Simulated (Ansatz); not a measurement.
SiAu₄. Charge 0, multiplicity 1. Geometry r2SCAN-D4/def2-SVP; atoms count from 1.

```xyz
5

Au    1.8717    0.1918   -0.6396
Au    0.2335    1.6704    1.0512
Au   -1.5996   -0.4193    1.1021
Au    0.0385   -1.8977   -0.5892
Si   -0.5440    0.4548   -0.9245
```

In the def2 sets Au takes a core potential; there is no spin–orbit coupling. The structure comes from a short search, and lower isomers may exist.

**Question.** Estimate the Mulliken populations from the PBE0/def2-TZVP orbitals of Ansatz.

**Answer.** 
```tsv
atom	charge (e)	d electrons
Au1	0.17	9.70
Au2	0.17	9.70
Au3	0.17	9.70
Au4	0.17	9.70
Si5	-0.67	–
```
Mulliken values depend strongly on the basis.

**Question.** And the Mayer bond orders between heavy atoms (over 0.3)?

**Answer.** Au1–Au2 0.31 (2.78 Å); Au1–Au4 0.31 (2.78 Å); Au1–Si5 0.85 (2.45 Å); Au2–Au3 0.31 (2.78 Å); Au2–Si5 0.85 (2.45 Å); Au3–Au4 0.31 (2.78 Å); Au3–Si5 0.85 (2.45 Å); Au4–Si5 0.85 (2.45 Å).
